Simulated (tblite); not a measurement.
Species: C5H10BrNSi.
Numbering: `[CH3:1][C:2]([CH3:3])([CH2:4][Br:5])[SiH2:6][C:7]#[N:8]` (hydrogens: H9, H10, H11 on C1; H12, H13, H14 on C3; H15, H16 on C4; H17, H18 on Si6)

Computed with GFN2-xTB (tblite), gas phase: L-BFGS steps from a force-field or distance-geometry start until the largest atomic force falls under 0.01 eV/Å.

Step 3: E = -666.0120 eV
```
atom  x, y, z in Å  |  force x, y, z in eV/Å
C1     -1.3809   -0.6651   -0.8210   -0.012  -0.070   0.104
C2     -0.3164    0.0637   -0.0089    0.134  -0.321   0.018
C3     -0.8863    0.3896    1.3700    0.064  -0.008  -0.163
C4      0.0547    1.3095   -0.7756   -0.044  -0.097   0.037
Br5     0.6822    0.7563   -2.5426   -0.111   1.184  -0.498
Si6     1.2341   -1.0405    0.0323    0.097  -0.230   0.182
C7      2.5977   -0.1926    0.9740    0.449   0.231   0.317
N8      3.4629    0.2878    1.5588   -0.426  -0.157  -0.272
H9     -0.9249   -1.2487   -1.6169   -0.209  -0.029  -0.104
H10    -1.8964   -1.3457   -0.1553   -0.355  -0.127  -0.165
H11    -2.0678    0.0615   -1.2665   -0.126  -0.317   0.138
H12    -1.6986    1.0951    1.2240   -0.033   0.278   0.324
H13    -1.3182   -0.5108    1.8026    0.091  -0.016   0.077
H14    -0.1343    0.7691    2.0682   -0.196   0.138  -0.233
H15     0.8540    1.8357   -0.2614    0.079   0.314  -0.241
H16    -0.8167    1.9447   -0.9497    0.175   0.161   0.020
H17     0.9279   -2.2770    0.7052   -0.060  -0.364   0.299
H18     1.6181   -1.2262   -1.3488    0.483  -0.569   0.160
```

Step 4: E = -666.2124 eV
```
atom  x, y, z in Å  |  force x, y, z in eV/Å
C1     -1.3863   -0.6765   -0.8163    0.169  -0.229   0.125
C2     -0.3143    0.0381   -0.0108    0.260   0.210  -0.085
C3     -0.8907    0.3901    1.3604   -0.053  -0.045  -0.158
C4      0.0506    1.3044   -0.7634    0.305   0.032  -0.311
Br5     0.6724    0.8632   -2.5928   -0.070   0.549   0.069
Si6     1.2500   -1.0737    0.0414   -0.131   0.053   0.323
C7      2.6051   -0.1888    0.9805   -0.682  -0.474  -0.441
N8      3.4603    0.2926    1.5581    0.578   0.425   0.409
H9     -0.9472   -1.2460   -1.6192    0.023  -0.231  -0.322
H10    -1.9242   -1.3512   -0.1746   -0.301  -0.334   0.111
H11    -2.0724    0.0275   -1.2502   -0.446   0.284  -0.114
H12    -1.6951    1.1156    1.2540   -0.033   0.062   0.040
H13    -1.3064   -0.5073    1.8065   -0.042  -0.077   0.101
H14    -0.1535    0.7806    2.0467    0.252   0.209   0.052
H15     0.8582    1.8630   -0.2862   -0.035  -0.006  -0.081
H16    -0.7974    1.9566   -0.9491   -0.159   0.117   0.178
H17     0.9231   -2.3055    0.7296    0.000  -0.217   0.215
H18     1.6591   -1.2766   -1.3263    0.362  -0.329  -0.111
```

Step 5: E = -666.2626 eV
```
atom  x, y, z in Å  |  force x, y, z in eV/Å
C1     -1.3860   -0.6839   -0.8132   -0.002  -0.171  -0.009
C2     -0.3096    0.0316   -0.0129    0.158   0.296  -0.139
C3     -0.8928    0.3901    1.3549    0.004   0.007  -0.018
C4      0.0531    1.3037   -0.7642    0.269   0.129  -0.358
Br5     0.6676    0.9127   -2.6109   -0.046   0.320   0.187
Si6     1.2536   -1.0861    0.0493   -0.153   0.033   0.188
C7      2.6057   -0.1901    0.9819   -0.533  -0.406  -0.327
N8      3.4603    0.2968    1.5588    0.431   0.347   0.306
H9     -0.9553   -1.2487   -1.6251    0.047  -0.225  -0.281
H10    -1.9395   -1.3588   -0.1799   -0.147  -0.282   0.109
H11    -2.0810    0.0189   -1.2455   -0.320   0.261  -0.065
H12    -1.6943    1.1242    1.2659   -0.015  -0.044  -0.075
H13    -1.3026   -0.5073    1.8096   -0.047  -0.034   0.060
H14    -0.1570    0.7882    2.0391    0.294   0.167   0.060
H15     0.8595    1.8733   -0.2967   -0.031  -0.095  -0.011
H16    -0.7921    1.9626   -0.9458   -0.200   0.048   0.234
H17     0.9212   -2.3196    0.7423    0.024  -0.122   0.166
H18     1.6804   -1.3011   -1.3190    0.268  -0.231  -0.026
```

Question: Estimate the geometry and energy of step 6. (The exact step hangs on the optimiser's Hessian estimate; all steps are aligned on step 5, rigid shifts and turns removed.)

Answer: E = -666.3029 eV, largest force 0.332 eV/Å
```
atom  x, y, z in Å  |  force x, y, z in eV/Å
C1     -1.3881   -0.6936   -0.8120   -0.142  -0.063  -0.154
C2     -0.3030    0.0300   -0.0180   -0.056   0.215  -0.179
C3     -0.8937    0.3911    1.3504    0.112   0.070   0.077
C4      0.0591    1.3066   -0.7721    0.074   0.176  -0.271
Br5     0.6618    0.9696   -2.6262   -0.006   0.099   0.202
Si6     1.2544   -1.0994    0.0593   -0.136  -0.023  -0.004
C7      2.6051   -0.1944    0.9832   -0.079  -0.146  -0.001
N8      3.4602    0.3031    1.5597   -0.015   0.089   0.000
H9     -0.9631   -1.2555   -1.6359   -0.004  -0.131  -0.126
H10    -1.9570   -1.3714   -0.1838    0.079  -0.139   0.035
H11    -2.0940    0.0132   -1.2408   -0.113   0.126   0.019
H12    -1.6937    1.1317    1.2762    0.011  -0.137  -0.168
H13    -1.2994   -0.5074    1.8135   -0.006   0.053  -0.008
H14    -0.1556    0.7987    2.0316    0.255   0.088   0.021
H15     0.8608    1.8820   -0.3074    0.026  -0.124   0.066
H16    -0.7898    1.9688   -0.9374   -0.187  -0.016   0.260
H17     0.9199   -2.3361    0.7584    0.040  -0.006   0.107
H18     1.7072   -1.3307   -1.3102    0.148  -0.131   0.124
```

The energy changes by -0.0403 eV. The first-order estimate −F·Δx gives -0.0613 eV and the mean of the old and new forces, exact on a quadratic surface, -0.0406 eV. The step makes an angle of 63° with the force vector and moves no atom by more than 0.059 Å.

What follows is the cost of the whole relaxation. On an Arm Neoverse V1 with one thread, shared host with 32 logical CPUs at a one-minute load of 31, this took 0.75 s.
